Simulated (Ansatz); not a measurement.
# A barrier at the coupled-cluster level

Start structure (GeSiH$_{4}$Cl$_{2}$, closed shell), relaxed at PBE0-D4/def2-TZVP:

```tsv
atom	x (Å)	y (Å)	z (Å)
Si1	-1.2585	0.0709	0.1025
Ge2	2.3414	0.3787	0.2084
H3	1.3161	-0.5290	1.0559
Cl4	2.1964	-0.8979	-1.5936
Cl5	0.0157	1.6810	-0.3153
H6	-1.2947	-0.0838	1.5703
H7	-2.5790	0.4914	-0.4208
H8	-0.7374	-1.1112	-0.6075
```

The step: SiH₃Cl ([SiH3][Cl]) + GeHCl ([Cl][GeH]) → GeCl₂ + SiH₄; bonds formed: Si1–H3, Ge2–Cl5; bonds broken: Si1–Cl5, Ge2–H3. Ansatz 0.2.0; basis: def2-TZVPP and def2-QZVPP; cores frozen in the correlated methods. Filled d shells of the heavier atoms are correlated. The def2 sets are not built for correlating such inner shells, so the correlated values are less sure here. Extrapolation: Hartree–Fock as exp(−7.88 √X), correlation as X^−2.97. Energies below are by CCSD(T) at an estimated basis limit (MP2 extrapolated from triple and quadruple zeta, plus CCSD(T) − MP2 in triple zeta).

(1) What are the electronic barrier and the energy of the step, from the start structure to the end structure? (An estimate is asked for; the value comes from the calculation.)

No T1 diagnostic of these runs exceeds 0.013.

Answers

(1) By the calculation: Barrier 0.589 eV; step energy -0.310 eV (downhill); reverse barrier, their difference, 0.900 eV. Barrier and step energy count from the start structure, the reverse barrier from the end structure.

The saddle point: One imaginary mode of 288i cm⁻¹.
| pair | start (Å) | saddle (Å) | end (Å) |
| --- | --- | --- | --- |
| Si1–H3 | 2.81 | 1.75 | 1.51 |
| Ge2–Cl5 | 2.72 | 2.41 | 2.20 |
| Si1–Cl5 | 2.10 | 2.37 | 3.56 |
| Ge2–H3 | 1.61 | 1.70 | 2.23 |

Zero-point energy (harmonic, PBE0-D4): ZPE is 0.960 eV at the start and 0.967 eV at the saddle, so the barrier goes from 0.589 to 0.597 eV.

Labels in which every atom is bracketed show which atoms are joined, not bond orders.

For scale, one of the runs: CCSD(T)/def2-TZVPP, 230 basis functions, launched by `ansatz run in.yaml --threads 4 --pin off --events-out ev --progress --plain --max-ram 9574MiB`. Hardware: 4 CPU threads of an Arm Neoverse N1, shared host. Wall time 3.3 min; peak host memory 3.5 GiB.
